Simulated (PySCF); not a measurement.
## Relaxation of singlet SnCl₄

Level of theory: PBE0 in PySCF with Sn def2-SVP with ECP28, Cl def2-SVP; scalar-relativistic core potentials, no spin–orbit coupling; density-fitted integrals. A (50,194) grid was used.

A start displaced from a saddle point along its imaginary mode, of D2d symmetry, held to at least that symmetry:

```xyz
5
charge 0 multiplicity 1, angstrom
Sn    0.0000    0.0000    0.0000
Cl    2.3547    0.0000   -0.2500
Cl    0.0000    2.3547    0.2500
Cl   -2.3547    0.0000   -0.2500
Cl    0.0000   -2.3547    0.2500
```

Task: What does it relax to?

Result: It ends at Td with Sn–Cl 2.316 Å (×4); Cl–Sn–Cl 109.5° (×6) (after a last refinement on a finer grid). The frequency run here used a shortcut that can spoil soft modes, so no verdict on minimum or saddle point is given. Other isomers or separated fragments may lie lower.

Task: How much energy is released, and in how many steps?

Result: 143.4 kJ/mol in 10 steps.

The relaxation took roughly 80 core-seconds on a shared host.
